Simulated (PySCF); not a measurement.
C₅H₆F₄.
InChI=1S/C5H6F4/c1-3-2-4(3,6)5(7,8)9/h3H,2H2,1H3/t3-,4-/m1/s1

All values: PBE0/def2-SVPD (PySCF, non-relativistic), on one gas-phase PBE0-D3(BJ)/def2-SVP geometry that isn't relaxed in the solvent. The solvent is an IEF-PCM continuum (cavity from Bondi-type radii × 1.2), and excitations are vertical TDDFT with non-equilibrium linear response and a frozen core. The model holds no explicit solvent molecules, cavitation or dispersion.

Gas-phase singlets (H = HOMO, L = LUMO):

```tsv
state	E (eV)	λ (nm)	f	leading configurations
S1	8.094	153	0.007	H→L 75%, H→L+1 20%
S2	8.430	147	0.004	H-1→L 53%, H→L+1 20%
S3	8.502	146	0.015	H→L+1 46%, H-1→L 27%
S4	8.816	141	0.005	H-1→L+1 71%, H-1→L 16%
S5	8.904	139	0.018	H→L+2 73%, H→L+3 18%
```

Question: How does the list change in benzene (ε = 2.271)?

Answer: 
| state | E (eV) | λ (nm) | f | leading configurations | change by rank (eV) |
| --- | --- | --- | --- | --- | --- |
| S1 | 8.133 | 152 | 0.008 | H→L 53%, H→L+1 40% | +0.039 |
| S2 | 8.399 | 148 | 0.012 | H→L 37%, H→L+1 37% | -0.031 |
| S3 | 8.502 | 146 | 0.009 | H-1→L 53%, H-1→L+1 24% | 0.000 |
| S4 | 8.757 | 142 | 0.010 | H-1→L+1 55%, H-1→L 34% | -0.059 |
| S5 | 8.900 | 139 | 0.024 | H→L+2 75%, H→L+3 19% | -0.004 |

Question: What are the lowest 5 singlets in chloroform (ε = 4.711)?

Answer: 
```json
{"state": "S1", "E (eV)": "8.155", "λ (nm)": "152", "f": "0.006", "leading configurations": "H→L+1 66%, H→L 26%", "change by rank (eV)": "+0.061"}
{"state": "S2", "E (eV)": "8.367", "λ (nm)": "148", "f": "0.013", "leading configurations": "H→L 66%, H→L+1 18%", "change by rank (eV)": "-0.063"}
{"state": "S3", "E (eV)": "8.514", "λ (nm)": "146", "f": "0.006", "leading configurations": "H-1→L+1 50%, H-1→L 35%", "change by rank (eV)": "+0.012"}
{"state": "S4", "E (eV)": "8.716", "λ (nm)": "142", "f": "0.011", "leading configurations": "H-1→L 59%, H-1→L+1 32%", "change by rank (eV)": "-0.100"}
{"state": "S5", "E (eV)": "8.901", "λ (nm)": "139", "f": "0.023", "leading configurations": "H→L+2 80%, H→L+3 15%", "change by rank (eV)": "-0.003"}
```

Question: The ground-state energy changes by -0.098 eV from gas to chloroform. By how much does the total energy of gas-phase S1 change?

Answer: E(S1) = E(S0) + excitation energy, so it changes by -0.098 + 0.061 = -0.037 eV: it is lowered less than the ground state, which is what a blue shift means. This is the vertical state, with the slow part of the continuum still set for S0.

Question: How do the frontier levels move from gas to chloroform?

Answer: 
```csv
orbital,gas (eV),solvent (eV),change (eV)
LUMO+2,1.34,1.52,+0.18
LUMO+1,1.06,1.11,+0.05
LUMO,0.68,0.92,+0.24
HOMO,-8.70,-8.54,+0.16
HOMO-1,-9.06,-8.87,+0.19
HOMO-2,-10.51,-10.24,+0.27
HOMO-3,-11.15,-10.98,+0.17
```

The HOMO–LUMO gap goes from 9.38 to 9.45 eV. Rows go by rank; for LUMO+1 and LUMO+2 the atom shares or the degeneracy differ between the runs, so the row needn't follow one orbital.

The values belong to the conformer `[CH3:1][C@@H:2]1[CH2:3][C@:4]1([F:5])[C:6]([F:7])([F:8])[F:9]`: C3–C4–C6–F7 -145°.
